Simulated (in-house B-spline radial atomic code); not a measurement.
## The tantalum ion Ta²⁺: [Kr] 4d10 4f14 5s2 5p5 5d3 9s1 (an excited or competing configuration)

Method: Dirac-Hartree-Fock, average of configuration, Fermi nucleus of rms radius 5.3507 fm. Calculated with a radial B-spline atomic code at the basis-set limit.

Effective charges: Z_r = [3n² - l(l+1)]/(2<r>) from the radius, Z_e = n√(-2ε) from the energy, and Slater's rules. Values are occupation-weighted means over j. An effective charge above Z reflects the relativistic contraction of the inner shells.

```tsv
shell	electrons	ε (eV)	<r> (bohr)	Z_r	Z_e	Slater
1s	2	-67870	0.01866	80.38	70.63	72.70
2s	2	-11819	0.07829	76.64	58.95	68.85
2p	6	-10423	0.07015	71.28	55.36	68.85
3s	2	-2790.4	0.2038	66.24	42.96	61.75
3p	6	-2362.4	0.2037	61.37	39.53	61.75
3d	10	-1829.9	0.1857	56.55	34.79	51.85
4s	2	-623.63	0.4592	52.27	27.08	45.25
4p	6	-479.42	0.4869	47.24	23.74	45.25
4d	10	-284.46	0.5238	40.09	18.29	33.85
5s	2	-113.85	1.108	33.83	14.46	15.70
5p	5	-76.417	1.274	28.64	11.85	15.70
4f	14	-69.469	0.6234	28.87	9.04	22.45
5d	3	-33.13	1.812	19.04	7.80	5.30
9s	1	-4.1502	14.83	8.19	4.97	3.00
```

The least bound orbital is 9s1/2 at -4.15 eV, and it is also the most diffuse (<r> = 14.83 bohr). The part-filled 5p shell lies below the filled 4f shell in orbital energy.

Spin-orbit splittings of the orbital energies (j = l + 1/2 above j = l - 1/2 when positive): 2p 1273 eV, 3p 278.4 eV, 3d 60.02 eV, 4p 64.7 eV, 4d 12.11 eV, 5p 9.439 eV, 4f 2.163 eV, 5d 0.7405 eV.

For the 1s electron the small component carries 7.56 % of the norm, the zero-frequency Breit interaction raises the level by 232.5 eV, self-energy by 144.7 eV, and vacuum polarisation lowers it by 26.96 eV.
